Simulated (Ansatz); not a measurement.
Start from `O[Si](O)(O)[O][AlH2]` and change one element to get `BO[Si](O)(O)O`.

Ansatz, PBE0-D4/def2-TZVP geometries, multiplicity 1. Each molecule was computed in one conformer, which needn't be the lowest.

| property | `O[Si](O)(O)[O][AlH2]` |
| --- | --- |
| HOMO–LUMO gap (PBE0/def2-TZVPP) / eV | 7.22 |
| HOMO energy (PBE0/def2-TZVPP) / eV | -8.30 |
| LUMO energy (ωB97M-V/def2-TZVPP) / eV | 0.51 |
| LUMO energy (PBE/def2-TZVPP) / eV | -1.85 |
| HOMO energy (B3LYP/def2-TZVPP) / eV | -8.11 |
| ideal-gas entropy at 298 K and 1 bar (rigid rotor, harmonic PBE0-D4/def2-TZVP) / J/(mol·K) | 407 |

Task: Give the same properties after the change, and the shifts. (Best estimate.)

Result: Computed: 
| property | `BO[Si](O)(O)O` | shift |
| --- | --- | --- |
| HOMO–LUMO gap (PBE0/def2-TZVPP) / eV | 7.90 | 0.68 |
| HOMO energy (PBE0/def2-TZVPP) / eV | -8.50 | -0.20 |
| LUMO energy (ωB97M-V/def2-TZVPP) / eV | 1.29 | 0.78 |
| LUMO energy (PBE/def2-TZVPP) / eV | -1.61 | 0.24 |
| HOMO energy (B3LYP/def2-TZVPP) / eV | -8.31 | -0.20 |
| ideal-gas entropy at 298 K and 1 bar (rigid rotor, harmonic PBE0-D4/def2-TZVP) / J/(mol·K) | 378 | -29 |

With PBE0 the HOMO falls by 0.20 eV and the LUMO rises by 0.48 eV, so the gap widens by about 0.68 eV. PBE moves the HOMO by -0.08 eV and ωB97M-V by -0.33 eV. Modes under 60 cm⁻¹, often nearly free rotors, make the harmonic entropy too high.

B3LYP here is the variant with VWN-RPA as its local correlation; programs differ in this.
